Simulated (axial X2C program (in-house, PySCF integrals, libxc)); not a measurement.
Outer orbitals of MoH at 1.719 Å, HF

All values were computed with an in-house all-electron X2C program for linear molecules (integrals from PySCF). Spin-free means the one-electron spin-free X2C Hamiltonian; two-component (2c) means X2C with spin–orbit coupling and atomic mean-field two-electron Coulomb and Gaunt terms, so the difference of the two also holds small scalar two-electron terms. Basis: Mo dyall-cv3z [11s12p9d5f3g], H dyall-v3z [6s2p1d] (cores contracted in-house); Gaussian nuclei, density fitting, unrestricted open shells. Masses: Mo 97.905 u, H 1.008 u.

The distance is close to the 2c PBE0 minimum; the highest filled and lowest empty levels are listed.

Spin-free orbitals, state M_S = 5/2, Λ = 0 (beyond evenly filled blocks: σα, π+α, π-α, δ+α, δ-α) (Löwdin shares):

```json
{"symmetry": "σα", "occupied": "yes", "ε (eV)": "-10.88", "atomic character": "47% Mo d, 40% H s, 6% Mo p"}
{"symmetry": "σβ", "occupied": "yes", "ε (eV)": "-10.76", "atomic character": "61% H s, 16% Mo d, 11% Mo s"}
{"symmetry": "π+α", "occupied": "yes", "ε (eV)": "-10.02", "atomic character": "97% Mo d"}
{"symmetry": "π-α", "occupied": "yes", "ε (eV)": "-10.02", "atomic character": "97% Mo d"}
{"symmetry": "δ-α", "occupied": "yes", "ε (eV)": "-9.90", "atomic character": "100% Mo d"}
{"symmetry": "δ+α", "occupied": "yes", "ε (eV)": "-9.90", "atomic character": "100% Mo d"}
{"symmetry": "σα", "occupied": "yes", "ε (eV)": "-7.46", "atomic character": "63% Mo s, 24% Mo d, 12% H s"}
{"symmetry": "σα", "occupied": "no", "ε (eV)": "0.29", "atomic character": "72% Mo p, 13% Mo s, 11% Mo d"}
{"symmetry": "σβ", "occupied": "no", "ε (eV)": "0.39", "atomic character": "63% Mo s, 35% Mo p"}
{"symmetry": "π+α", "occupied": "no", "ε (eV)": "0.62", "atomic character": "99% Mo p"}
{"symmetry": "π-α", "occupied": "no", "ε (eV)": "0.62", "atomic character": "99% Mo p"}
```

Spinors with spin–orbit coupling (state Ω = 5/2):

```csv
ω,occupied,ε (eV),atomic character,λ mixture
1/2,yes,-10.88,"48% Mo d, 40% H s, 6% Mo p",100% σ
-1/2,yes,-10.76,"60% H s, 17% Mo d, 11% Mo s","99% σ, 1% π"
-1/2,yes,-10.06,96% Mo d,"99% π, 1% σ"
-3/2,yes,-10.00,100% Mo d,100% δ
3/2,yes,-9.97,97% Mo d,100% π
5/2,yes,-9.80,100% Mo d,100% δ
1/2,yes,-7.46,"62% Mo s, 24% Mo d, 12% H s",100% σ
1/2,no,0.29,"72% Mo p, 13% Mo s, 11% Mo d",100% σ
-1/2,no,0.39,"63% Mo s, 36% Mo p",100% σ
-1/2,no,0.61,99% Mo p,100% π
3/2,no,0.64,99% Mo p,100% π
```

Mulliken charges and populations of the two-component result (they depend on the basis, above all on diffuse functions):

Mo 0.28 e (s 8.82 p 18.08 d 14.81 f 0.01), H -0.28 e (s 1.26 p 0.02). ⟨Lz⟩ = 0.00 ħ and ⟨Sz⟩ = 2.50 ħ (2.64 and -0.15 on the two atoms), which add up to Ω.

Occupations by symmetry block were frozen at the best pattern of an incomplete PBE0 search. With several unpaired electrons one determinant need not be a pure state. This is the top spin component of a Σ state; components of lower Ω are not single determinants and can lie lower. The determinant is spin-polarised beyond a pure state at some levels (its spin-free form has ⟨S²⟩ too high), which makes Re and μ there less reliable.
